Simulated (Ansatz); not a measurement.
System: MgCl, charge 1, singlet. MgCl+ (SMILES [Cl][Mg+]).
B3LYP-D3(BJ)/def2-TZVP minimum from Ansatz (an electronic-structure program):
```xyz
2

Mg     0.0000     0.0000    -1.2414
Cl     0.0000     0.0000     0.8763
```
Charge +1, spin multiplicity 1.

Total energies in def2-QZVPP, 8 correlated electrons, 10 frozen orbitals. UHF or UKS for unpaired electrons; spin-orbit terms are left out. Cores are frozen in correlated methods. No relativity. The spin of ClMg+ ([Mg+][Cl], singlet) was assumed, and the state is the lowest solution found for it.

```json
[
 {"method": "HF", "program": "Ansatz", "energy (Eh)": "-658.93386", "minus CCSDT(Q) (mEh)": "253.42"},
 {"method": "MP2", "program": "Ansatz", "energy (Eh)": "-659.15992", "minus CCSDT(Q) (mEh)": "27.36"},
 {"method": "CCSD", "program": "Ansatz", "energy (Eh)": "-659.17525", "minus CCSDT(Q) (mEh)": "12.03"},
 {"method": "CCSD(T)", "program": "Ansatz", "energy (Eh)": "-659.18627", "minus CCSDT(Q) (mEh)": "1.01"},
 {"method": "CCSDT(Q)", "program": "Ansatz", "energy (Eh)": "-659.18728", "minus CCSDT(Q) (mEh)": "0.00"}
]
```

Rough core times of Ansatz's runs on a shared machine: CCSD(T) under 20 s, CCSDT(Q) 4 min.
